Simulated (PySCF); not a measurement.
CH7InN2, SMILES [CH3][In]([NH2])[NH2]. Atoms are numbered in the order given.

```xyz
11

In    -0.0048    -0.0349    -0.0304
C      2.0456    -0.2699    -0.7083
H      2.4439    -1.2544    -0.3986
H      2.6642     0.5280    -0.2526
H      2.1001    -0.1802    -1.8096
N     -0.6948    -0.8441     1.7428
H     -0.3051    -1.7585     1.9989
H     -1.7145    -0.9004     1.8472
N     -1.2741     1.4144    -0.7817
H     -2.2741     1.2786    -0.5930
H     -1.1724     1.6229    -1.7816
```

The structure is a stationary point at PBE-D3(BJ)/def2-SVP. The def2 effective core potentials stand for the cores of In; spin–orbit coupling is left out. The values are those of a single conformer.

The numbers are results of ωB97X/def2-TZVP (PySCF), not measurements.

ESP charges are fitted to the potential on shells at 1.4 to 2.0 van der Waals radii. Atomic charges (e):

| atom | Löwdin | ESP fit |
|---|---|---|
| In1 | 0.43 | 0.83 |
| C2 | -0.53 | -0.54 |
| H3 | 0.12 | 0.11 |
| H4 | 0.13 | 0.15 |
| H5 | 0.12 | 0.10 |
| N6 | -0.43 | -0.90 |
| H7 | 0.15 | 0.28 |
| H8 | 0.15 | 0.30 |
| N9 | -0.43 | -0.91 |
| H10 | 0.15 | 0.30 |
| H11 | 0.15 | 0.28 |
